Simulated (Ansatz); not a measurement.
# Molecular dynamics of C2H10OSi2

Input:

```yaml
crystal:
  periodic: [false, false, false]
  atoms:
    - { symbol: Si, position_ang: [-0.18249, 0.053782, -0.315263] }
    - { symbol: O, position_ang: [-0.704209, -0.206251, 1.277031] }
    - { symbol: Si, position_ang: [-1.301082, -0.622297, 2.797385] }
    - { symbol: H, position_ang: [-2.316093, -1.73017, 2.684878] }
    - { symbol: H, position_ang: [-0.181465, -1.088498, 3.688803] }
    - { symbol: H, position_ang: [-1.961891, 0.569192, 3.436456] }
    - { symbol: C, position_ang: [1.718286, -0.017856, -0.370602] }
    - { symbol: H, position_ang: [2.083729, -0.986177, -0.013299] }
    - { symbol: H, position_ang: [2.079996, 0.130632, -1.394961] }
    - { symbol: H, position_ang: [2.148746, 0.765024, 0.263643] }
    - { symbol: C, position_ang: [-0.819086, 1.745478, -0.908388] }
    - { symbol: H, position_ang: [-1.912041, 1.786728, -0.868138] }
    - { symbol: H, position_ang: [-0.423374, 2.545387, -0.272848] }
    - { symbol: H, position_ang: [-0.504348, 1.937043, -1.940606] }
    - { symbol: H, position_ang: [-0.760579, -1.042817, -1.17939] }
basis:
  gaussian: { orbitals: "6-31G" }
hamiltonian:
  xc: b3lyp
  dispersion: d4
md:
  timestep: 1.0
  n_steps: 250
  ensemble: nve
  temperature: 50.0
  initial_velocities: maxwell_boltzmann
  seed: 898785
  masses: [{ species: H, mass: 10.0 }]
```

Run as:

```bash
$ ansatz run input.yaml --threads 1 --pin off --max-ram 2048MiB --backend cpu --events-out ev --progress --plain --runs-dir out
```

It starts from a relaxed structure.

Output, in part (one step line in 5, the closing report, with atoms numbered from 0):

```
md step     0: t =     0.00 fs  T =    50.0 K  F+E_penalty+E_count = -20039.46733462 eV  E_kin = 0.084019 eV  conserved = -20039.38331562 eV  (25 SCF iters)
md step     5: t =     5.00 fs  T =    27.8 K  F+E_penalty+E_count = -20039.42958210 eV  E_kin = 0.046705 eV  conserved = -20039.38287745 eV  (22 SCF iters)
md step    10: t =    10.00 fs  T =    23.5 K  F+E_penalty+E_count = -20039.42252499 eV  E_kin = 0.039490 eV  conserved = -20039.38303508 eV  (22 SCF iters)
md step    15: t =    15.00 fs  T =    23.6 K  F+E_penalty+E_count = -20039.42268389 eV  E_kin = 0.039665 eV  conserved = -20039.38301895 eV  (23 SCF iters)
md step    20: t =    20.00 fs  T =    26.7 K  F+E_penalty+E_count = -20039.42785251 eV  E_kin = 0.044877 eV  conserved = -20039.38297528 eV  (22 SCF iters)
md step    25: t =    25.00 fs  T =    32.9 K  F+E_penalty+E_count = -20039.43851979 eV  E_kin = 0.055314 eV  conserved = -20039.38320572 eV  (24 SCF iters)
md step    30: t =    30.00 fs  T =    14.3 K  F+E_penalty+E_count = -20039.40676255 eV  E_kin = 0.023948 eV  conserved = -20039.38281409 eV  (23 SCF iters)
md step    35: t =    35.00 fs  T =    25.1 K  F+E_penalty+E_count = -20039.42523313 eV  E_kin = 0.042117 eV  conserved = -20039.38311616 eV  (22 SCF iters)
md step    40: t =    40.00 fs  T =    27.0 K  F+E_penalty+E_count = -20039.42839698 eV  E_kin = 0.045426 eV  conserved = -20039.38297134 eV  (22 SCF iters)
md step    45: t =    45.00 fs  T =    34.3 K  F+E_penalty+E_count = -20039.44072639 eV  E_kin = 0.057659 eV  conserved = -20039.38306746 eV  (22 SCF iters)
md step    50: t =    50.00 fs  T =    31.1 K  F+E_penalty+E_count = -20039.43538764 eV  E_kin = 0.052259 eV  conserved = -20039.38312831 eV  (24 SCF iters)
md step    55: t =    55.00 fs  T =    16.9 K  F+E_penalty+E_count = -20039.41116775 eV  E_kin = 0.028365 eV  conserved = -20039.38280271 eV  (22 SCF iters)
md step    60: t =    60.00 fs  T =    34.6 K  F+E_penalty+E_count = -20039.44139656 eV  E_kin = 0.058156 eV  conserved = -20039.38324086 eV  (23 SCF iters)
md step    65: t =    65.00 fs  T =    24.0 K  F+E_penalty+E_count = -20039.42322818 eV  E_kin = 0.040319 eV  conserved = -20039.38290870 eV  (22 SCF iters)
md step    70: t =    70.00 fs  T =    26.5 K  F+E_penalty+E_count = -20039.42761624 eV  E_kin = 0.044534 eV  conserved = -20039.38308225 eV  (26 SCF iters)
md step    75: t =    75.00 fs  T =    21.6 K  F+E_penalty+E_count = -20039.41934971 eV  E_kin = 0.036310 eV  conserved = -20039.38303951 eV  (22 SCF iters)
md step    80: t =    80.00 fs  T =    17.2 K  F+E_penalty+E_count = -20039.41185753 eV  E_kin = 0.028961 eV  conserved = -20039.38289657 eV  (22 SCF iters)
md step    85: t =    85.00 fs  T =    31.0 K  F+E_penalty+E_count = -20039.43525473 eV  E_kin = 0.052052 eV  conserved = -20039.38320239 eV  (23 SCF iters)
md step    90: t =    90.00 fs  T =    20.2 K  F+E_penalty+E_count = -20039.41684959 eV  E_kin = 0.033979 eV  conserved = -20039.38287042 eV  (22 SCF iters)
md step    95: t =    95.00 fs  T =    29.0 K  F+E_penalty+E_count = -20039.43181349 eV  E_kin = 0.048688 eV  conserved = -20039.38312579 eV  (23 SCF iters)
md step   100: t =   100.00 fs  T =    24.9 K  F+E_penalty+E_count = -20039.42485490 eV  E_kin = 0.041869 eV  conserved = -20039.38298608 eV  (22 SCF iters)
md step   105: t =   105.00 fs  T =    25.9 K  F+E_penalty+E_count = -20039.42646421 eV  E_kin = 0.043447 eV  conserved = -20039.38301680 eV  (23 SCF iters)
md step   110: t =   110.00 fs  T =    26.9 K  F+E_penalty+E_count = -20039.42834448 eV  E_kin = 0.045227 eV  conserved = -20039.38311704 eV  (23 SCF iters)
md step   115: t =   115.00 fs  T =    17.4 K  F+E_penalty+E_count = -20039.41202224 eV  E_kin = 0.029184 eV  conserved = -20039.38283861 eV  (23 SCF iters)
md step   120: t =   120.00 fs  T =    33.0 K  F+E_penalty+E_count = -20039.43863546 eV  E_kin = 0.055413 eV  conserved = -20039.38322261 eV  (22 SCF iters)
md step   125: t =   125.00 fs  T =    21.5 K  F+E_penalty+E_count = -20039.41900965 eV  E_kin = 0.036102 eV  conserved = -20039.38290720 eV  (22 SCF iters)
md step   130: t =   130.00 fs  T =    23.7 K  F+E_penalty+E_count = -20039.42295949 eV  E_kin = 0.039901 eV  conserved = -20039.38305860 eV  (22 SCF iters)
md step   135: t =   135.00 fs  T =    22.9 K  F+E_penalty+E_count = -20039.42155819 eV  E_kin = 0.038508 eV  conserved = -20039.38304985 eV  (22 SCF iters)
md step   140: t =   140.00 fs  T =    21.3 K  F+E_penalty+E_count = -20039.41864030 eV  E_kin = 0.035757 eV  conserved = -20039.38288282 eV  (22 SCF iters)
md step   145: t =   145.00 fs  T =    37.3 K  F+E_penalty+E_count = -20039.44593514 eV  E_kin = 0.062673 eV  conserved = -20039.38326193 eV  (22 SCF iters)
md step   150: t =   150.00 fs  T =    20.4 K  F+E_penalty+E_count = -20039.41715033 eV  E_kin = 0.034289 eV  conserved = -20039.38286154 eV  (22 SCF iters)
md step   155: t =   155.00 fs  T =    23.6 K  F+E_penalty+E_count = -20039.42267388 eV  E_kin = 0.039574 eV  conserved = -20039.38309995 eV  (22 SCF iters)
md step   160: t =   160.00 fs  T =    21.0 K  F+E_penalty+E_count = -20039.41822960 eV  E_kin = 0.035254 eV  conserved = -20039.38297559 eV  (22 SCF iters)
md step   165: t =   165.00 fs  T =    25.8 K  F+E_penalty+E_count = -20039.42635742 eV  E_kin = 0.043341 eV  conserved = -20039.38301666 eV  (22 SCF iters)
md step   170: t =   170.00 fs  T =    29.0 K  F+E_penalty+E_count = -20039.43182415 eV  E_kin = 0.048663 eV  conserved = -20039.38316071 eV  (22 SCF iters)
md step   175: t =   175.00 fs  T =    14.4 K  F+E_penalty+E_count = -20039.40707989 eV  E_kin = 0.024259 eV  conserved = -20039.38282089 eV  (23 SCF iters)
md step   180: t =   180.00 fs  T =    28.8 K  F+E_penalty+E_count = -20039.43152049 eV  E_kin = 0.048352 eV  conserved = -20039.38316848 eV  (22 SCF iters)
md step   185: t =   185.00 fs  T =    25.4 K  F+E_penalty+E_count = -20039.42565330 eV  E_kin = 0.042712 eV  conserved = -20039.38294144 eV  (22 SCF iters)
md step   190: t =   190.00 fs  T =    31.3 K  F+E_penalty+E_count = -20039.43573047 eV  E_kin = 0.052647 eV  conserved = -20039.38308348 eV  (27 SCF iters)
md step   195: t =   195.00 fs  T =    26.1 K  F+E_penalty+E_count = -20039.42701367 eV  E_kin = 0.043923 eV  conserved = -20039.38309051 eV  (23 SCF iters)
md step   200: t =   200.00 fs  T =    14.5 K  F+E_penalty+E_count = -20039.40719154 eV  E_kin = 0.024350 eV  conserved = -20039.38284179 eV  (23 SCF iters)
md step   205: t =   205.00 fs  T =    29.7 K  F+E_penalty+E_count = -20039.43304352 eV  E_kin = 0.049839 eV  conserved = -20039.38320481 eV  (23 SCF iters)
md step   210: t =   210.00 fs  T =    21.1 K  F+E_penalty+E_count = -20039.41829053 eV  E_kin = 0.035396 eV  conserved = -20039.38289499 eV  (23 SCF iters)
md step   215: t =   215.00 fs  T =    27.6 K  F+E_penalty+E_count = -20039.42947718 eV  E_kin = 0.046372 eV  conserved = -20039.38310564 eV  (22 SCF iters)
md step   220: t =   220.00 fs  T =    23.3 K  F+E_penalty+E_count = -20039.42209417 eV  E_kin = 0.039086 eV  conserved = -20039.38300811 eV  (22 SCF iters)
md step   225: t =   225.00 fs  T =    21.9 K  F+E_penalty+E_count = -20039.41972889 eV  E_kin = 0.036772 eV  conserved = -20039.38295682 eV  (22 SCF iters)
md step   230: t =   230.00 fs  T =    29.1 K  F+E_penalty+E_count = -20039.43202925 eV  E_kin = 0.048870 eV  conserved = -20039.38315964 eV  (22 SCF iters)
md step   235: t =   235.00 fs  T =    18.7 K  F+E_penalty+E_count = -20039.41427904 eV  E_kin = 0.031428 eV  conserved = -20039.38285152 eV  (22 SCF iters)
md step   240: t =   240.00 fs  T =    30.7 K  F+E_penalty+E_count = -20039.43471011 eV  E_kin = 0.051529 eV  conserved = -20039.38318107 eV  (24 SCF iters)
md step   245: t =   245.00 fs  T =    22.4 K  F+E_penalty+E_count = -20039.42058534 eV  E_kin = 0.037656 eV  conserved = -20039.38292905 eV  (22 SCF iters)
md step   250: t =   250.00 fs  T =    25.8 K  F+E_penalty+E_count = -20039.42634145 eV  E_kin = 0.043283 eV  conserved = -20039.38305825 eV  (25 SCF iters)
Total energy: -20039.42662055 eV, -736.4353450938 hartree
Atom 0 at    -0.196838     0.081227    -0.328042 Å, force     0.139126     0.133385    -0.165949 eV/Å
Atom 1 at    -0.748202    -0.155318     1.250583 Å, force    -0.104492    -0.238996     0.277050 eV/Å
Atom 2 at    -1.277018    -0.633782     2.779688 Å, force    -0.249141    -0.011215     0.230145 eV/Å
Atom 3 at    -2.127383    -1.908413     2.741612 Å, force     0.260068     0.327039    -0.090355 eV/Å
Atom 4 at    -0.102117    -0.884503     3.710200 Å, force    -0.155842     0.044764    -0.175752 eV/Å
Atom 5 at    -2.132855     0.482826     3.352041 Å, force     0.141753    -0.203762    -0.027282 eV/Å
Atom 6 at     1.690834    -0.076025    -0.353242 Å, force     0.212735     0.352115    -0.644755 eV/Å
Atom 7 at     1.991954    -0.991120     0.131891 Å, force     0.170789    -0.504594     0.280236 eV/Å
Atom 8 at     2.071244    -0.111610    -1.392952 Å, force    -0.174888     0.037201     0.294355 eV/Å
Atom 9 at     2.190863     0.755188     0.152097 Å, force    -0.077830     0.066170     0.063241 eV/Å
Atom 10 at    -0.796246     1.783080    -0.894074 Å, force    -0.576043     0.120401     0.302584 eV/Å
Atom 11 at    -1.901023     1.806488    -0.884050 Å, force     0.299963     0.006608    -0.044795 eV/Å
Atom 12 at    -0.450508     2.556879    -0.205665 Å, force     0.066302     0.065908     0.122003 eV/Å
Atom 13 at    -0.457245     2.051495    -1.888244 Å, force     0.134740    -0.035483    -0.386925 eV/Å
Atom 14 at    -0.781611    -0.972497    -1.222529 Å, force    -0.087243    -0.159540    -0.033801 eV/Å
Dipole moment:     0.109614     0.055663    -0.064951 e Å
```

The run went to its last step. The conserved energy stayed within 0.036 meV per atom of its start (net change 0.017 meV per atom), so the integration is sound. Over the second half the temperature averaged 0.49 of the 50 K drawn at the start: a run that starts near a minimum puts about half its kinetic energy into the potential. A run of 0.25 ps of so small a system gives no equilibrium averages. Limits of this set-up: no polarisation functions.

The same pairs are bonded in the first frame and the last. Pairs count as bonded within 1.25 times the sum of covalent radii (0.12 Å more for H–H).

Last frame:

```xyz
15
Properties=species:S:1:pos:R:3
Si -0.197 0.081 -0.328
O -0.748 -0.155 1.251
Si -1.277 -0.634 2.780
H -2.127 -1.908 2.742
H -0.102 -0.884 3.710
H -2.133 0.483 3.352
C 1.691 -0.076 -0.353
H 1.992 -0.991 0.132
H 2.071 -0.112 -1.393
H 2.191 0.755 0.152
C -0.796 1.783 -0.894
H -1.901 1.806 -0.884
H -0.451 2.557 -0.206
H -0.457 2.051 -1.888
H -0.782 -0.973 -1.222
```

Run time: 18 min on 1 thread of Arm Neoverse V2, with other jobs on the host, peak memory 0.17 GiB.
